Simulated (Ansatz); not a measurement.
B(IMe)F3 (C₅H₈BF₃N₂), 19 atoms. Hardware: 4 threads of Arm Neoverse V2 on a shared host.

Correlated methods freeze 11 core orbitals.

How many basis functions does each of these Ansatz runs have, and roughly what does it cost? PBE-D4/def2-TZVP, charge 1 doublet, energy, from earlier orbitals; MP2/def2-SVP, charge 0 singlet, energy, from earlier orbitals; HF/STO-3G, charge 0 singlet, energy; PBE-D4/def2-TZVP, charge 0 triplet at the geometry of the charge 0 singlet, energy, from earlier orbitals; PBE-D4/def2-SVP, charge 0 singlet, relaxation, 22 steps; r2SCAN-D4/def2-TZVP, charge 0 triplet at the geometry of the charge 0 singlet, energy, from earlier orbitals; PBE-D4/def2-TZVP, charge 1 doublet at the geometry of the charge 0 singlet, energy, from earlier orbitals; B2PLYP/def2-TZVP, charge 1 doublet at the geometry of the charge 0 singlet, energy, from earlier orbitals; PBE0-D4/def2-TZVP, charge 1 doublet at the geometry of the charge 0 singlet, energy; PBE-D4/def2-SVP, charge 0 singlet, energy, from earlier orbitals; PBE0-D4/def2-TZVP, charge 0 triplet at the geometry of the charge 0 singlet, energy; B2PLYP/def2-TZVP, charge 0 singlet, energy, from earlier orbitals.

Other jobs shared the machine, so times can vary by a factor of up to 3. A dash marks memory too small to be measured apart from the calling script's.

```csv
run,functions,fitting or Cholesky vectors,wall time,peak host memory (GiB)
"HF/STO-3G, charge 0 singlet, energy",63,905,0.35 s,–
"PBE-D4/def2-SVP, charge 0 singlet, energy, from earlier orbitals",194,2196,2.7 s,–
"MP2/def2-SVP, charge 0 singlet, energy, from earlier orbitals",194,1958,3.4 s,–
"PBE-D4/def2-TZVP, charge 1 doublet, energy, from earlier orbitals",389,2199,14 s,0.91
"B2PLYP/def2-TZVP, charge 0 singlet, energy, from earlier orbitals",389,2620,23 s,2
"PBE-D4/def2-TZVP, charge 0 triplet at the geometry of the charge 0 singlet, energy, from earlier orbitals",389,2199,30 s,2.2
"r2SCAN-D4/def2-TZVP, charge 0 triplet at the geometry of the charge 0 singlet, energy, from earlier orbitals",389,2199,31 s,1.1
"PBE-D4/def2-TZVP, charge 1 doublet at the geometry of the charge 0 singlet, energy, from earlier orbitals",389,2199,36 s,2.2
"PBE0-D4/def2-TZVP, charge 1 doublet at the geometry of the charge 0 singlet, energy",389,2199,40 s,2
"B2PLYP/def2-TZVP, charge 1 doublet at the geometry of the charge 0 singlet, energy, from earlier orbitals",389,2620,43 s,2.3
"PBE-D4/def2-SVP, charge 0 singlet, relaxation, 22 steps",194,2196,47 s,–
"PBE0-D4/def2-TZVP, charge 0 triplet at the geometry of the charge 0 singlet, energy",389,2199,65 s,2
```
